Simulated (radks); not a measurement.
Values are calculated unless marked as measured or tabulated.
Mean orbital radii <r> (bohr) of the zirconium ion Zr35+, [He] 2s2 2p1, at several levels of relativity; Dirac values are averaged over j with weights 2j + 1. Spin-unpolarised spherical Kohn-Sham, PBE, point nucleus unless stated (finite: rms radius 4.2694 fm), a radial shooting solver on a logarithmic mesh with Libxc functionals. A level marked "c x" has the speed of light scaled by that factor and shares open shells by 2j + 1; other Dirac levels either fill j = l - 1/2 first or share by 2j + 1.

[
 {"shell": "1s", "non-rel.": "0.03798", "scalar-rel., finite nucleus": "0.03690", "Dirac, 2j+1 shares, finite nucleus": "0.03690", "Dirac, c x 10": "0.03797", "change of magnitude, last against first (%)": "-0.03"},
 {"shell": "2s", "non-rel.": "0.1571", "scalar-rel., finite nucleus": "0.1527", "Dirac, 2j+1 shares, finite nucleus": "0.1523", "Dirac, c x 10": "0.1570", "change of magnitude, last against first (%)": "-0.03"},
 {"shell": "2p", "non-rel.": "0.1329", "scalar-rel., finite nucleus": "0.1309", "Dirac, 2j+1 shares, finite nucleus": "0.1308", "Dirac, c x 10": "0.1329", "change of magnitude, last against first (%)": "-0.02"},
 {"shell": "3s (empty)", "non-rel.": "0.3617", "scalar-rel., finite nucleus": "0.3540", "Dirac, 2j+1 shares, finite nucleus": "0.3536", "Dirac, c x 10": "0.3616", "change of magnitude, last against first (%)": "-0.02"},
 {"shell": "3p (empty)", "non-rel.": "0.3399", "scalar-rel., finite nucleus": "0.3359", "Dirac, 2j+1 shares, finite nucleus": "0.3355", "Dirac, c x 10": "0.3399", "change of magnitude, last against first (%)": "-0.01"}
]
